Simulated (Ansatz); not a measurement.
**Worked example: a bond strength in SiNH4O2 (SMILES N[Si](O)O)**

SiNH4O2 has 8 atoms, charge 0, and is taken as a doublet. SMILES: `N[Si](O)O`. Geometry: optimised at PBE0/def2-SVP. This is one conformer, not always the lowest.

```xyz
8

N    -0.5021    1.2769    0.1282
Si    0.0960   -0.2439   -0.3827
O     1.6593   -0.2895    0.2096
O    -0.9674   -1.3479    0.2862
H     0.0707    2.1094    0.0659
H    -1.4941    1.4787    0.1116
H     2.2554   -0.8592   -0.2853
H    -1.0257   -2.1818   -0.1892
```

Wanted: the dissociation energy of the H8–O4 bond into doublet H and singlet SiNH3O2 (shapes relaxed at PBE0/def2-SVP, no zero-point term). 1 Eh = 2625.50 kJ/mol = 27.2114 eV. Totals in Eh; open shells run unrestricted unless said.

| level | program | SiNH4O2 | doublet H | singlet SiNH3O2 |
| --- | --- | --- | --- | --- |
| USVWN5/def2-SVP | Ansatz | -494.228121 | -0.477468 | -493.661983 |
| U-r2SCAN/def2-SVP | Ansatz | -496.784967 | -0.499209 | -496.203746 |
| UPBE0-D4/def2-SVP | Ansatz | -496.572222 | -0.500291 | -495.989750 |

Question: Work out the dissociation energy at each level.

Answer: 
1. USVWN5/def2-SVP: (-0.477468) + (-493.661983) − (-494.228121) = 0.088670 Eh = 232.8 kJ/mol = 2.41 eV.
2. U-r2SCAN/def2-SVP: (-0.499209) + (-496.203746) − (-496.784967) = 0.082012 Eh = 215.3 kJ/mol = 2.23 eV.
3. UPBE0-D4/def2-SVP: (-0.500291) + (-495.989750) − (-496.572222) = 0.082181 Eh = 215.8 kJ/mol = 2.24 eV.

The levels span 215 to 233 kJ/mol; no measured value is set beside them. A fragment with an even electron count was run as a singlet and may have a lower triplet. A bond enthalpy at 298 K also holds the loss of zero-point energy and thermal terms.
